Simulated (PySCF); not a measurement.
Yb(NH2)2 relaxed at several levels

Computed with PySCF 2.14.0, PBE0, def2-SVP on the ligands, density fitting, scalar-relativistic core potentials, no spin-orbit coupling, vacuum. Each row is relaxed at its own level from the same template. Distances are means of the shortest metal–ligand contacts, charges and spins Mulliken's; removal energies are rigid, with the ligand's formal charge and no counterpoise, so too large; for an anion taken off a cation in vacuum most of it is the attraction of opposite charges, and multiply charged cations can part far more cheaply with an electron moved from ligand to metal. lcecp potentials hold a fixed number of 4f electrons in the core, out of states, spins and gaps.

```json
{"level": "PBE0", "basis on the metal": "def2-SVP with ECP28", "point group": "C2, nearly C2v", "M–NH2 (Å)": "2.171", "charge on M (e)": "0.84", "dipole (D)": "4.31", "HOMO–LUMO gap (eV)": "2.83", "removal of one NH2 (eV)": "9.44", "strongest infrared band, degenerate modes summed (cm⁻¹)": "404", "unstable modes (below −25 cm⁻¹)": "0"}
```

Q: What does the calculation give for PBE0, lcecp-0-SVP with ECP60?

A: point group: C2, nearly planar, M–NH2 (Å): 2.251, charge on M (e): 0.72, dipole (D): 4.71, removal of one NH2 (eV): 9.43, strongest infrared band, degenerate modes summed (cm⁻¹): 440, unstable modes (below −25 cm⁻¹): 0.
```xyz
7

Yb    0.0000    0.0000   -0.4920
N     1.9761    0.0657    0.5846
H     2.0856    0.0209    1.5990
H     2.9292    0.1803    0.2360
N    -1.9761   -0.0657    0.5846
H    -2.0856   -0.0209    1.5990
H    -2.9292   -0.1803    0.2360
```

Moved off a saddle point of the template and relaxed again: PBE0, PBE0. One start shape was tried for each, so a minimum needn't be the lowest isomer.
